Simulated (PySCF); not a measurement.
PySCF input file for C6H10, SMILES CC=C=CCC, PBE0-D3(BJ)/def2-SVP. Geometry optimised at PBE0-D3(BJ)/def2-SVP. The structure was generated by enumeration; whether it is a known compound was not checked. One conformer was computed; it need not be the lowest.

```python
import numpy as np
from pyscf import gto, scf, dft, df
from pyscf.hessian import thermo

mol = gto.M(
    atom='''
    C     2.53973631   -0.74011555    1.10216276
    C     1.84615074    0.46881735    0.54750873
    C     0.55389257    0.57893588    0.35339387
    C    -0.73713974    0.68373527    0.15095596
    C    -1.45285756    0.29547974   -1.11445146
    C    -2.48146114   -0.80736137   -0.89209535
    H     1.82530392   -1.54309305    1.33004727
    H     3.08601855   -0.49040799    2.02669632
    H     3.28276204   -1.13033630    0.38723658
    H     2.47802456    1.32989595    0.28769803
    H    -1.36069019    1.07011851    0.97054686
    H    -1.95861382    1.18848123   -1.52355623
    H    -0.71371763   -0.01717854   -1.86838449
    H    -2.00011436   -1.72776846   -0.52742599
    H    -3.01593003   -1.04818410   -1.82380950
    H    -3.23297013   -0.50847538   -0.14389579
    ''',
    basis='def2-SVP',
    charge=0,
    spin=0,
    max_memory=1600,
    verbose=3,
)
mf = dft.RKS(mol, xc='pbe0').density_fit(auxbasis='def2-universal-jkfit')
mf.disp = 'd3bj'
mf.grids.level = 3
mf.conv_tol = 1e-11
mf.max_cycle = 100
mf.kernel()

# [left out here: the lines that compute and print the analytic Hessian (its translational invariance restored by hand, since the grid's response is missing), thermochemistry and intensities]
```

Log of the run:

```
converged SCF energy = -234.151968939598

WARN: DFTD3 does not support analytical Hessian, using finite difference


WARN: Mole.unit (angstrom) is changed to Bohr

Mode                                 0                   1                   2
Irrep
Freq [cm^-1]                       57.9647            134.8770            155.2575
Reduced mass [au]                   2.5474              1.8294              1.2180
Force const [Dyne/A]                0.0050              0.0196              0.0173
Char temp [K]                      83.3983            194.0580            223.3810
Normal mode                   x     y     z       x     y     z       x     y     z
       0   C                 0.09  0.06  0.01    0.05  0.03  0.09   -0.05 -0.03 -0.04
       1   C                 0.01  0.02  0.03    0.02 -0.03 -0.01    0.01  0.04  0.03
       2   C                 0.01 -0.05  0.02    0.03 -0.07 -0.08    0.02  0.05 -0.02
       3   C                 0.01 -0.09  0.01    0.02 -0.02 -0.04    0.02 -0.01 -0.02
       4   C                 0.02 -0.06 -0.02   -0.09  0.07  0.00    0.02 -0.03 -0.01
       5   C                -0.13  0.09 -0.03   -0.02 -0.00 -0.00    0.00  0.00  0.05
       6   H                 0.14  0.00 -0.02    0.09 -0.04 -0.03   -0.05 -0.17 -0.52
       7   H                 0.06  0.08  0.02   -0.14  0.09  0.19   -0.43 -0.22  0.24
       8   H                 0.12  0.13  0.01    0.22  0.12  0.23    0.26  0.25  0.13
       9   H                -0.04  0.07  0.05   -0.00 -0.01  0.01    0.04  0.05  0.14
      10   H                -0.01 -0.13  0.01    0.09 -0.02  0.01   -0.00 -0.09  0.00
      11   H                 0.16 -0.01 -0.07   -0.18  0.09  0.16    0.03 -0.04 -0.05
      12   H                 0.03 -0.17  0.03   -0.17  0.18 -0.12    0.01 -0.07  0.00
      13   H                -0.28  0.04  0.03    0.08 -0.04 -0.23   -0.02  0.02  0.12
      14   H                -0.11  0.12 -0.06   -0.16  0.12  0.05    0.00 -0.06  0.06
      15   H                -0.14  0.22 -0.09    0.10 -0.15  0.17    0.00  0.06  0.03
Mode                                 3                   4                   5
Irrep
Freq [cm^-1]                      204.9819            234.8976            267.3844
Reduced mass [au]                   1.8283              2.7134              1.2919
Force const [Dyne/A]                0.0453              0.0882              0.0544
Char temp [K]                     294.9234            337.9654            384.7066
Normal mode                   x     y     z       x     y     z       x     y     z
       0   C                -0.07 -0.02 -0.01   -0.07  0.02  0.03   -0.00 -0.01  0.02
       1   C                 0.04  0.08  0.07    0.05  0.01 -0.13    0.03  0.02  0.03
       2   C                 0.06  0.06 -0.06    0.04  0.06 -0.01    0.04 -0.01 -0.07
       3   C                 0.04 -0.08 -0.03    0.01 -0.04  0.10    0.03 -0.04 -0.01
       4   C                -0.01 -0.02 -0.01    0.02 -0.02  0.09   -0.07  0.05  0.02
       5   C                -0.03 -0.00  0.01   -0.03 -0.01 -0.08   -0.01 -0.01 -0.01
       6   H                -0.18  0.11  0.12   -0.14  0.07 -0.00   -0.04  0.04  0.06
       7   H                 0.12 -0.10 -0.10   -0.19  0.06  0.10    0.05 -0.02 -0.01
       8   H                -0.26 -0.17 -0.12    0.02 -0.08  0.17   -0.06 -0.06 -0.01
       9   H                 0.09  0.09  0.22    0.10 -0.06 -0.23    0.04  0.05  0.14
      10   H                 0.04 -0.21  0.03    0.04 -0.02  0.11    0.08 -0.13  0.08
      11   H                -0.02  0.00  0.06    0.06  0.01  0.10   -0.13  0.06  0.12
      12   H                -0.06 -0.01 -0.07    0.05  0.01  0.10   -0.11  0.13 -0.06
      13   H                -0.02 -0.08 -0.21   -0.09 -0.07 -0.13   -0.01  0.15  0.40
      14   H                -0.22  0.16  0.07    0.05  0.09 -0.15    0.33 -0.33 -0.12
      15   H                 0.12 -0.07  0.19   -0.09 -0.06 -0.12   -0.30  0.09 -0.34
Mode                                 6                   7                   8
Irrep
Freq [cm^-1]                      394.5044            544.3039            571.6126
Reduced mass [au]                   2.7087              3.3675              2.7777
Force const [Dyne/A]                0.2484              0.5878              0.5347
Char temp [K]                     567.6040            783.1321            822.4232
Normal mode                   x     y     z       x     y     z       x     y     z
       0   C                 0.05 -0.04 -0.00   -0.05  0.04 -0.02    0.05 -0.04  0.02
       1   C                 0.03 -0.00  0.08   -0.03  0.05  0.04   -0.06 -0.07  0.01
       2   C                 0.04  0.07  0.01   -0.00 -0.16 -0.13   -0.02  0.12 -0.15
       3   C                 0.03  0.12 -0.03    0.01  0.06  0.03   -0.06  0.01  0.05
       4   C                -0.06 -0.05  0.04    0.04 -0.01  0.08    0.02 -0.00  0.03
       5   C                -0.09 -0.07 -0.06    0.02  0.01 -0.00    0.02  0.01  0.00
[...]
Mode                                33                  34                  35
Irrep
Freq [cm^-1]                     3049.4861           3052.3158           3114.9232
Reduced mass [au]                   1.0648              1.0381              1.0988
Force const [Dyne/A]                5.8339              5.6983              6.2815
Char temp [K]                    4387.5315           4391.6029           4481.6810
Normal mode                   x     y     z       x     y     z       x     y     z
       0   C                -0.00  0.00 -0.00    0.00 -0.00  0.00    0.00  0.00  0.00
       1   C                 0.00 -0.00  0.00   -0.00 -0.00  0.00   -0.00 -0.00  0.00
       2   C                -0.00  0.00  0.00    0.00 -0.00 -0.00    0.00 -0.00  0.00
       3   C                -0.00 -0.00 -0.00    0.00 -0.00 -0.00   -0.01  0.01  0.02
       4   C                 0.01 -0.05  0.05    0.00  0.01 -0.01    0.06 -0.04 -0.03
       5   C                -0.01 -0.00 -0.00   -0.04 -0.03  0.01   -0.02  0.02  0.01
       6   H                -0.03 -0.04  0.01    0.02  0.02 -0.01   -0.00 -0.00  0.00
       7   H                 0.04  0.02  0.06   -0.02 -0.01 -0.03   -0.00 -0.00 -0.00
       8   H                 0.05 -0.03 -0.05   -0.03  0.01  0.03    0.00 -0.00 -0.00
       9   H                 0.00  0.00 -0.00    0.00  0.00 -0.00    0.01  0.01 -0.00
      10   H                 0.01 -0.00 -0.01   -0.01  0.00  0.01    0.17 -0.11 -0.22
      11   H                -0.40  0.69 -0.31    0.06 -0.10  0.04   -0.16  0.28 -0.13
      12   H                 0.27 -0.13 -0.27   -0.05  0.02  0.04   -0.52  0.23  0.53
      13   H                -0.02  0.03 -0.01   -0.25  0.45 -0.18    0.07 -0.14  0.06
      14   H                 0.06  0.03  0.11    0.25  0.11  0.46   -0.04 -0.01 -0.06
      15   H                 0.06 -0.03 -0.07    0.40 -0.17 -0.41    0.14 -0.06 -0.14
Mode                                36                  37                  38
Irrep
Freq [cm^-1]                     3125.6902           3134.1701           3140.2916
Reduced mass [au]                   1.1025              1.0906              1.0889
Force const [Dyne/A]                6.3464              6.3118              6.3265
Char temp [K]                    4497.1722           4509.3729           4518.1805
Normal mode                   x     y     z       x     y     z       x     y     z
       0   C                 0.01 -0.03 -0.08    0.00  0.00 -0.00    0.01  0.01 -0.00
       1   C                 0.00  0.00 -0.00   -0.00 -0.01  0.00   -0.05 -0.06  0.02
       2   C                 0.00 -0.00 -0.00    0.00 -0.00  0.00    0.00 -0.00  0.00
       3   C                 0.00 -0.00 -0.00   -0.05  0.03  0.05    0.00 -0.00 -0.01
       4   C                 0.00 -0.00 -0.00   -0.02  0.01  0.01    0.00 -0.00 -0.00
       5   C                -0.00  0.00  0.00    0.01 -0.01 -0.01   -0.00  0.00  0.00
       6   H                 0.00 -0.00 -0.01   -0.02 -0.02  0.01   -0.13 -0.14  0.04
       7   H                 0.34  0.16  0.56    0.00  0.00  0.00   -0.02 -0.01 -0.05
       8   H                -0.46  0.23  0.43   -0.01  0.00  0.01   -0.04  0.02  0.04
       9   H                -0.00 -0.00  0.00    0.05  0.07 -0.02    0.54  0.72 -0.22
      10   H                -0.00  0.00  0.00    0.51 -0.31 -0.66   -0.05  0.03  0.07
      11   H                -0.00  0.00 -0.00    0.05 -0.08  0.04    0.00 -0.00 -0.00
      12   H                -0.00  0.00  0.00    0.14 -0.06 -0.15   -0.01  0.00  0.01
      13   H                 0.00 -0.00  0.00   -0.06  0.11 -0.05    0.00 -0.01  0.00
      14   H                -0.00 -0.00 -0.00    0.04  0.01  0.06   -0.00 -0.00 -0.00
      15   H                 0.00 -0.00 -0.00   -0.12  0.05  0.12    0.00 -0.00 -0.00
Mode                                39                  40                  41
Irrep
Freq [cm^-1]                     3147.3342           3153.3723           3170.8380
Reduced mass [au]                   1.1032              1.1046              1.1034
Force const [Dyne/A]                6.4383              6.4718              6.5361
Char temp [K]                    4528.3132           4537.0007           4562.1299
Normal mode                   x     y     z       x     y     z       x     y     z
       0   C                -0.00 -0.00 -0.00    0.00  0.00 -0.00   -0.07 -0.05  0.01
       1   C                 0.00  0.00 -0.00    0.00  0.00 -0.00   -0.01 -0.01  0.00
       2   C                -0.00  0.00 -0.00   -0.00  0.00 -0.00    0.00 -0.00  0.00
       3   C                 0.01 -0.00 -0.01    0.00 -0.00 -0.00   -0.00  0.00  0.00
       4   C                 0.02 -0.01 -0.01    0.01 -0.01 -0.00   -0.00  0.00 -0.00
       5   C                 0.03 -0.04 -0.07    0.06 -0.04  0.05    0.00 -0.00  0.00
       6   H                 0.00  0.00 -0.00   -0.00 -0.00  0.00    0.54  0.60 -0.17
       7   H                 0.00  0.00  0.00    0.00  0.00  0.00    0.13  0.06  0.25
       8   H                -0.00  0.00  0.00   -0.00  0.00  0.00    0.19 -0.11 -0.19
       9   H                -0.00 -0.01  0.00   -0.00 -0.00  0.00    0.12  0.17 -0.05
      10   H                -0.07  0.05  0.10   -0.03  0.02  0.04    0.00 -0.00 -0.00
      11   H                -0.05  0.09 -0.04   -0.05  0.09 -0.04    0.00 -0.00  0.00
      12   H                -0.19  0.08  0.19   -0.07  0.03  0.06    0.00 -0.00 -0.00
      13   H                -0.10  0.20 -0.09   -0.32  0.60 -0.23   -0.00  0.00 -0.00
      14   H                 0.25  0.10  0.43   -0.28 -0.13 -0.50   -0.00 -0.00 -0.00
      15   H                -0.47  0.19  0.46   -0.07  0.03  0.09   -0.00  0.00  0.00
temperature 298.1500 [K]
pressure 101325.00 [Pa]
Rotational constants [GHz] 9.33082 1.44819 1.34632
Symmetry number 1
Zero-point energy (ZPE) 0.14134 [Eh]   371076.607 [J/mol]
                           tot       elec      trans        rot        vib
Entropy [J/mol/K]       357.727      0.000    163.727    114.102     79.898
Cv [J/mol/K]            111.709      0.000     12.472     12.472     86.765
Cp [J/mol/K]            120.023      0.000     20.786     12.472     86.765
Internal energy [J/mol]                      3718.434   3718.434 383985.665
Internal energy [Eh]   -234.00288  -234.15197
Enthalpy [J/mol]                             6197.391   3718.434 383985.665
Enthalpy [Eh]          -234.00194
Gibbs free energy [J/mol]                  -42617.887 -30301.077 360164.082
Gibbs free energy [Eh] -234.04256
mode   freq/cm-1   IR/(km/mol)
   1       57.96         0.200
   2      134.88         1.677
   3      155.26         0.603
   4      204.98         0.921
   5      234.90         0.272
   6      267.38         0.644
   7      394.50         1.744
   8      544.30         3.635
   9      571.61        10.683
  10      735.51        11.342
  11      782.63         5.272
  12      864.89         1.977
  13      906.68        25.354
  14      930.58        13.016
  15     1041.54         1.970
  16     1042.45         2.399
  17     1087.04         0.432
  18     1089.80         3.586
  19     1122.94         0.313
  20     1167.20         0.211
  21     1257.80         5.363
  22     1287.05        22.679
  23     1338.63         0.648
  24     1383.63         2.728
  25     1392.83         3.368
  26     1445.69         4.622
  27     1452.12         8.111
  28     1454.00         3.980
  29     1466.35         7.307
  30     1475.43         6.224
  31     1508.42         0.703
  32     2104.55        22.923
  33     3047.19        38.821
  34     3049.49        22.641
  35     3052.32        25.383
  36     3114.92         1.322
  37     3125.69        11.457
  38     3134.17         5.750
  39     3140.29         3.207
  40     3147.33        29.277
  41     3153.37        22.056
  42     3170.84        11.128
max |gradient| / (hartree/bohr): 2.203624592170694e-05
APT charges: [ 0.0272 -0.0376  0.0453 -0.0646  0.1073  0.036   0.0107 -0.0157 -0.0147
  0.0094  0.0091 -0.0519 -0.0189 -0.0034 -0.028  -0.0103]
```

The calculation finished and met its thresholds.
